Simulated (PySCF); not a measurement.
TPSSh on Li- (lithium, charge -1), [He] 2s2, closed-shell 1S. Calculation: PySCF 2.14, in aug-cc-pVQZ-DK (6s5p4d3f2g, 80 functions); the spin-free X2C one-electron Hamiltonian (Gaussian nucleus).

```
cycle= 1 E= -7.50974164855668  delta_E= -0.000739  |g|= 0.00545  |ddm|= 0.326
cycle= 2 E= -7.50983222144085  delta_E= -9.06e-05  |g|= 0.00267  |ddm|= 0.149
cycle= 3 E= -7.50987262212971  delta_E= -4.04e-05  |g|= 0.00033  |ddm|= 0.0406
cycle= 4 E= -7.50987296393605  delta_E= -3.42e-07  |g|= 4e-05  |ddm|= 0.00848
cycle= 5 E= -7.50987297085055  delta_E= -6.91e-09  |g|= 4.13e-06  |ddm|= 0.0016
cycle= 6 E= -7.5098729709817  delta_E= -1.31e-10  |g|= 5.75e-07  |ddm|= 0.000173
converged SCF energy = -7.5098729709817  <S^2> = -1.7763568e-15  2S+1 = 1
```

Highest occupied orbital energy: 0.691 eV; ⟨L²⟩ = 0.00; populations by l: s 4.00, p 0.00, d 0.00, f 0.00.

Can this result be used?

With care. Self-consistency was reached. At TPSSh the highest occupied level has a positive energy, so only the finite basis holds that electron; in a semilocal or global hybrid functional this comes from self-interaction and does not mean that the real anion is unbound.
